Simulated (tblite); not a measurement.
Compound: C₇H₁₀N (doublet state).
Z-matrix (Å and degrees, GFN2-xTB geometry), rows numbered from 1:
```
C 
C   1  1.4887
C   2  1.3308  1  127.72
C   3  1.4836  2  113.07  1   179.33
N   4  1.3402  3  126.52  2   143.61
C   4  1.5538  3  113.05  2   -60.05
C   6  1.4694  4   63.28  3    90.76
C   7  1.5093  4  106.49  6   112.95
H   1  1.0900  2  110.35  3   122.25
H   1  1.0868  2  110.86  3     1.56
H   1  1.0903  2  110.27  3  -119.03
H   3  1.0770  2  125.78  1    -2.48
H   5  1.0161  4  112.21  3     0.27
H   6  1.0783  4  114.09  7   110.59
H   6  1.0798  4  115.62  7  -111.44
H   7  1.0781  4  117.15  6  -110.03
H   8  1.0937  2  110.95  1   -56.05
H   8  1.0930  2  110.38  1    63.39
```

Structure optimised with GFN2-xTB, isolated species. This method treats the open shell by occupation alone, without spin polarisation.

Masses are those of the commonest isotopes; rigid-rotor values at the optimised geometry. The values belong to one conformer with, in the numbering `[CH3:1][C:2]1=[CH:3][C@@:4]2([NH:5])[CH2:6][C@H:7]2[CH2:8]1`, C3–C4–N5–H 0°.

What are A, B and C (GHz)?

Ia = 120.53, Ib = 295.96, Ic = 358.03 u·Å²; 505379 MHz·u·Å²/I gives 4193, 1708 and 1412 MHz, that is A = 4.1929, B = 1.7076, C = 1.4115 GHz.

Classify the top.

An asymmetric top: κ = (2 × 1708 − 4193 − 1412)/(4193 − 1412) = -0.79.

Is it planar, by Δ = Ic − Ia − Ib?

Not planar: Δ = Ic − Ia − Ib = -58.46 u·Å². For a rigid frame Δ = −2 Σ m c², so Σ m c² = 29.23 u·Å² lies off the ab plane: 10.50 from hydrogen and 18.73 from heavier atoms. The atom farthest from that plane is 1.82 Å away.

Where do the levels up to J = 5 lie, in MHz?

Above 0(0,0):
J = 1: 1(0,1) 3119, 1(1,1) 5604, 1(1,0) 5900
J = 2: 2(0,2) 9332, 2(1,2) 11547, 2(1,1) 12435, 2(2,1) 19891, 2(2,0) 19916
J = 3: 3(0,3) 18591, 3(1,3) 20445, 3(1,2) 22220, 3(2,2) 29248, 3(2,1) 29372, 3(3,1) 42430, 3(3,0) 42431
J = 4: 4(0,4) 30829, 4(1,4) 32283, 4(1,3) 35234, 4(2,3) 41705, 4(2,2) 42068, 4(3,2) 54952, 4(3,1) 54962, 4(4,1) 73344, 4(4,0) 73344
J = 5: 5(0,5) 45972, 5(1,5) 47043, 5(1,4) 51447, 5(2,4) 57245, 5(2,3) 58060, 5(3,3) 70621, 5(3,2) 70657, 5(4,2) 88995, 5(4,1) 88996, 5(5,1) 112644, 5(5,0) 112644
The levels of one J sum to (2J + 1)J(J + 1)(A + B + C)/3.

Estimate the classical rotational partition function at 10 K, 200 K and 298.15 K.

Point group C1, symmetry number σ = 1; q = (√π/σ)·√((kT/h)³/(ABC)), k/h = 20836.6 MHz/K: 1680 at 10 K, 150000 at 200 K, 273000 at 298.15 K.

For this open shell read J as N, the rotation without spin; fine and hyperfine splittings come on top. Its GFN2-xTB frequencies are all real (lowest 116 cm⁻¹). Constants of a rigid frame at the computed geometry: no zero-point averaging, no centrifugal distortion.
